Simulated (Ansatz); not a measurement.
Born–Oppenheimer molecular dynamics of ClF₃H₂NTa (8 atoms, charge 0, multiplicity 1). It goes on from the last frame of an earlier run, with new velocities.

Theory: RKS PBE/def2-SVP in Ansatz 0.2.0.

| Quantity | Value |
| --- | --- |
| ensemble | NVT, Langevin thermostat |
| time step | 0.5 fs |
| steps asked | 166 |
| set temperature | 700 K |
| friction | 0.02 /fs |
| seed | 860234 |

First frame:

```xyz
8
Properties=species:S:1:pos:R:3
Ta -0.005 0.014 -0.018
N 1.941 0.079 0.161
H 2.526 -0.088 0.972
H 2.478 0.025 -0.755
F 0.074 -0.099 1.879
F -0.035 0.100 -1.901
F -0.871 1.707 0.146
Cl -0.918 -2.144 -0.088
```

**Question.** How far do the bonds stretch over the last three quarters of this one trajectory? (Pairs bonded in most of those frames.)

**Answer.** 
```
   bond  mean (Å)  spread (Å)  shortest  longest
 Ta1–N2     1.989       0.055      1.89     2.06
 Ta1–F5     1.926       0.039      1.86     2.01
 Ta1–F6     1.914       0.018      1.87     1.94
 Ta1–F7     1.913       0.061      1.84     2.02
Ta1–Cl8     2.330       0.076      2.23     2.45
  N2–H3     1.033       0.030      0.97     1.09
  N2–H4     1.032       0.028      0.96     1.09
```

Pairs bonded in part of these frames only: Ta1–H4 27 %.

Mean temperature of the second half: 495 K. The mean temperature of the second half is 29 % below the set value. A run of 0.083 ps of so small a system gives no equilibrium averages.

Time of the run: 3.6 min on 4 threads of Arm Neoverse V2, with other jobs on the host, peak memory 0.17 GiB.
